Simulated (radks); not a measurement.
Results of a calculation; reference values are marked as such.
Species: Bi22+. Configuration: [Kr] 4d10 4f13 5s2.

Code: a radial shooting solver on a logarithmic mesh with Libxc functionals. Model: scalar-relativistic Kohn-Sham, PBE, spin-polarised, spherical densities, finite nucleus; open shells are filled with parallel spins first (spin-orbit coupling, left out, can overturn this in heavy ions); Fermi nuclear charge, rms radius 5.5211 fm.

Energy parts (eV):
| part | energy |
|---|---|
| total | -580452.54 |
| kinetic | 658528.11 |
| electron-nucleus | -1416091.57 |
| Hartree | 187270.68 |
| exchange-correlation | -10159.77 |

Orbitals (lengths in bohr, moments of r in powers of bohr; r(max) is where P^2 peaks):
orbital  occ.  eigenvalue (eV)    r(max)
1s up       1        -91189.82  0.009662
1s down     1        -91189.82  0.009662
2s up       1        -16848.83   0.05620
2s down     1        -16848.79   0.05619
2p up       3        -14501.46   0.04690
2p down     3        -14501.44   0.04690
3s up       1        -4485.699    0.1584
3s down     1        -4484.746    0.1584
3p up       3        -3814.314    0.1587
3p down     3        -3813.334    0.1587
3d up       5        -3139.726    0.1293
3d down     5        -3138.976    0.1293
4s up       1        -1440.660    0.3545
4s down     1        -1439.156    0.3545
4p up       3        -1218.163    0.3738
4p down     3        -1216.735    0.3738
4d up       5        -964.0384    0.3778
4d down     5        -962.6406    0.3779
4f up       7        -684.5531    0.3344
4f down     6        -683.0485    0.3345
5s up       1        -636.8634    0.7266
5s down     1        -636.2135    0.7271

The highest occupied level is 5s down at -636.21 eV. Summed over all electrons, <r^2> = 7.821 bohr^2, which gives a Langevin (diamagnetic) susceptibility term of -6.19 x 10^-6 cm^3/mol. Spin moment in Bohr magnetons: 1. The density falls to 0.001 e/bohr^3 at r = 1.55 bohr. The spin density at the nucleus is -1.19 e/bohr^3 (1s 0.05, 2s -1.48, 3s -14.89, 4s 7.88, 5s 7.24). For comparison, the ionisation energy in NIST's Atomic Spectra Database is 660 eV (theoretical). In exact Kohn-Sham theory the highest level is minus the ionisation energy, but local and semilocal functionals leave it too shallow, through self-interaction and a potential that decays too fast; potentials with the right tail come closer.
